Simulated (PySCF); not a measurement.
## Orbital picture of CdF

MN15 at R = 2.001 Å; Cd def2-TZVPP with ECP28, F def2-TZVPP; scalar-relativistic core potentials (PySCF 2.14). State: ²Σ⁺ (doublet), unpaired electrons σ ↑. Only the outer orbitals are listed, counted within each symmetry, core potentials removing the inner ones.

```json
{"spin": "α", "orbital": "6σ", "occ.": "1", "ε (eV)": "-11.29", "on Cd (%)": "28", "main shells (%)": "72 F p, 19 Cd s"}
{"spin": "α", "orbital": "3π", "occ.": "1", "ε (eV)": "-10.34", "on Cd (%)": "5", "main shells (%)": "95 F p"}
{"spin": "α", "orbital": "3π", "occ.": "1", "ε (eV)": "-10.34", "on Cd (%)": "5", "main shells (%)": "95 F p"}
{"spin": "α", "orbital": "7σ", "occ.": "1", "ε (eV)": "-7.44", "on Cd (%)": "88", "main shells (%)": "74 Cd s, 13 Cd p, 12 F p"}
{"spin": "α", "orbital": "4π", "occ.": "0", "ε (eV)": "-0.42", "on Cd (%)": "99", "main shells (%)": "99 Cd p"}
{"spin": "α", "orbital": "4π", "occ.": "0", "ε (eV)": "-0.42", "on Cd (%)": "99", "main shells (%)": "99 Cd p"}
{"spin": "α", "orbital": "8σ", "occ.": "0", "ε (eV)": "1.44", "on Cd (%)": "104", "main shells (%)": "92 Cd p, 8 Cd s"}
{"spin": "β", "orbital": "6σ", "occ.": "1", "ε (eV)": "-10.51", "on Cd (%)": "27", "main shells (%)": "72 F p, 20 Cd s"}
{"spin": "β", "orbital": "3π", "occ.": "1", "ε (eV)": "-10.19", "on Cd (%)": "4", "main shells (%)": "96 F p"}
{"spin": "β", "orbital": "3π", "occ.": "1", "ε (eV)": "-10.19", "on Cd (%)": "4", "main shells (%)": "96 F p"}
{"spin": "β", "orbital": "7σ", "occ.": "0", "ε (eV)": "-3.30", "on Cd (%)": "88", "main shells (%)": "78 Cd s, 12 F p, 8 Cd p"}
{"spin": "β", "orbital": "4π", "occ.": "0", "ε (eV)": "0.66", "on Cd (%)": "99", "main shells (%)": "99 Cd p"}
{"spin": "β", "orbital": "4π", "occ.": "0", "ε (eV)": "0.66", "on Cd (%)": "99", "main shells (%)": "99 Cd p"}
```

Task: Which are the highest filled and the lowest empty level, where do they sit, and how wide is the gap?

Result: Highest filled α 7σ at -7.44 eV (in %: 74 Cd s, 13 Cd p, 12 F p); lowest empty β 7σ at -3.30 eV (in %: 78 Cd s, 12 F p, 8 Cd p); the gap at MN15 is 4.14 eV.

```json
{
  "bond order (Mayer)": "0.69",
  "⟨S²⟩": "0.753",
  "charge on Cd (Mulliken, basis-dependent)": "0.57",
  "charge on Cd (Löwdin, basis-dependent)": "0.49",
  "dipole moment (positive dipole means Cd(−)F(+))": "-3.78 D"
}
```

Shares are Mulliken populations and can fall outside 0 to 100 %.

Spin–orbit coupling is left out. The state was picked by a PBE0 search and need not be the measured ground state.
